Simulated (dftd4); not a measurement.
H9N3Si3, triplet, at the geometry of the source list (a higher spin typed on purpose: for a closed-shell molecule this is an excited state); dftd4 with D4 for wb97x.

The dftd4 input:
```
$ dftd4 mol.xyz --func wb97x --charge 0 --json dftd4.json --noedisp

# file mol.xyz
15

Si     1.66910000    -0.43420000    -0.53010000
N      0.51200000    -1.52140000     0.14690000
Si    -1.17660000    -1.29940000     0.42870000
N     -1.44110000     0.39700000     0.60300000
Si    -0.53150000     1.72390000    -0.02190000
N      1.08550000     1.16520000    -0.24950000
H      1.83960000    -0.68320000    -1.97510000
H      2.94000000    -0.60000000     0.18600000
H      0.82120000    -2.47620000     0.20070000
H     -1.97060000    -1.84090000    -0.69110000
H     -1.52980000    -1.95840000     1.69200000
H     -2.34960000     0.64340000     0.95660000
H     -0.51910000     2.79450000     0.98200000
H     -1.10540000     2.19850000    -1.29570000
H      1.75630000     1.89130000    -0.43250000
```

It wrote (shortened):

```
                    ____  _____ _____     ____  _  _
      -------------|  _ \|  ___|_   _|---|  _ \| || |------------
     |             | | | | |_    | | ___ | | | | || |_           |
     |             | |_| |  _|   | ||___|| |_| |__   _|          |
     |             |____/|_|     |_|     |____/   |_|            |
     |             ===================================           |
     |            E. Caldeweyher, S. Ehlert & S. Grimme          |
     |          Mulliken Center for Theoretical Chemistry        |
     |                    University of Bonn                     |
      -----------------------------------------------------------

Rational (Becke-Johnson) damping: wb97x-D4-ATM
---------------------
  s6         1.0000
  s8         0.5093
  s9         1.0000
  a1         0.0662
  a2         5.4487
 alp        16.0000
--------------------

Dispersion energy:      -4.2434441332051E-02 Eh

[Info] JSON dump of results written to 'dftd4.json'
```
